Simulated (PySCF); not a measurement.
# [DyBr2]+ at several levels of theory

Computed with PySCF 2.14.0 (density fitting, no spin-orbit coupling) at the geometry relaxed with PBE0:

```xyz
3
[DyBr2]+ (singlet in the valence; each metal's 4f electrons, 9 of them, lie in its core potential, out of spins and levels)
Dy    0.0000    0.0000   -0.7558
Br    2.0754    0.0000    0.6757
Br   -2.0754    0.0000    0.6757
```

| level | basis | state | HOMO (eV) | gap (eV) | charge on Dy1 (e) | population of f-type functions on Dy1 (polarisation alone where 4f lies in the core) | dipole about the centre of mass (D) | largest force component (eV/Å) |
| --- | --- | --- | --- | --- | --- | --- | --- | --- |
| PBE0 | Dy lcecp-1-SVP with ECP55, Br def2-SVP | singlet | -12.98 | 5.02 | 1.26 | 0.03 | 7.14 | 0.04 |
| PBE | the same | singlet | -11.80 | 3.12 | 1.11 | 0.03 | 6.51 | 0.20 |
| PBE0 | Dy lcecp-1-TZVP with ECP55, Br def2-TZVP | singlet | -12.92 | 5.06 | 1.53 | 0.04 | 7.01 | 0.10 |

In the lcecp rows the 4f levels are missing from HOMO and gap, and the state counts the valence alone.

Charges are Mulliken's, which hang on the basis. The relaxation used the grid (50, 194), these runs (75, 302) or, all-electron (x2c bases, spin-free X2C Hamiltonian), (99, 590).

(1) What does r2SCAN with Dy lcecp-1-SVP with ECP55, Br def2-SVP give here?

An lcecp potential fixes the number of 4f electrons, so in runs with it no electron can move into or out of that shell.

Answers

(1) state singlet, HOMO (eV) -12.10, gap (eV) 3.86, charge on Dy1 (e) 1.25, population of f-type functions on Dy1 (polarisation alone where 4f lies in the core) 0.03, dipole about the centre of mass (D) 7.09, largest force component (eV/Å) 0.13. Time: 8.3 s on 2 threads of Intel(R) Xeon(R) Platinum 8259CL CPU @ 2.50GHz (Skylake/Cascade Lake), on a shared host, from an already converged density.
